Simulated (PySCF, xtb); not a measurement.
BiH3, SMILES [BiH3].

Harmonic wavenumbers (cm⁻¹) from GFN2-xTB run with xtb at its own minimum, in rising order: 817, 827, 828, 1761, 1794, 1794.

Task: What does B3LYP-D3(BJ)/def2-TZVPD (PySCF) give at its own minimum? (Estimate from the structure and the level; the computed values follow.)

Result: 758, 771, 771, 1793, 1801, 1801. Paired by order, the mean absolute difference is 36 cm⁻¹ and the zero-point energies are 11.2 and 11.0 kcal/mol.
